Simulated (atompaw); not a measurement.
## An all-electron radial function and its pseudo partner (Ga (Z = 31))

Columns: radius, all-electron u(r) and pseudo u(r) of the 4s shell (level -9.47 eV) of gallium in the configuration [Ar] 3d10 4s1.75 4p1.25; LDA (PW92), scalar-relativistic, PAW (atompaw) scheme, atompaw 4.2.0.5.

| r (bohr) | all-electron | pseudo |
| --- | --- | --- |
| 0.096 | 0.1229 | 0.0766 |
| 0.192 | 0.1538 | 0.1523 |
| 0.288 | -0.0712 | 0.2261 |
| 0.385 | -0.2580 | 0.2980 |
| 0.481 | -0.3214 | 0.3657 |
| 0.577 | -0.2830 | 0.4291 |
| 0.673 | -0.1827 | 0.4877 |
| 0.769 | -0.0537 | 0.5410 |
| 0.865 | 0.0821 | 0.5885 |
| 0.962 | 0.2128 | 0.6305 |
| 1.058 | 0.3289 | 0.6658 |
| 1.154 | 0.4288 | 0.6950 |
| 1.250 | 0.5118 | 0.7180 |
| 1.346 | 0.5784 | 0.7352 |
| 1.442 | 0.6300 | 0.7468 |
| 1.538 | 0.6681 | 0.7531 |
| 1.635 | 0.6946 | 0.7546 |
| 1.731 | 0.7106 | 0.7517 |
| 1.827 | 0.7179 | 0.7449 |
| 1.923 | 0.7180 | 0.7348 |
| 2.019 | 0.7120 | 0.7217 |
| 2.115 | 0.7011 | 0.7061 |
| 2.212 | 0.6861 | 0.6882 |
| 2.308 | 0.6681 | 0.6687 |
| 2.404 | 0.6476 | 0.6477 |
| 2.500 | 0.6253 | 0.6253 |

Task: How many radial nodes do the two functions have?

Result: The all-electron 4s function has n − l − 1 = 3 (the table is too coarse to show those close to the nucleus); the pseudo-wave has 0, since the states of the same l below it are removed with the core.

Task: Is the pseudo-wave norm-conserving?

Result: No, it belongs to a PAW set: the norm inside the radius is not constrained, and the difference is carried by the augmentation charge.
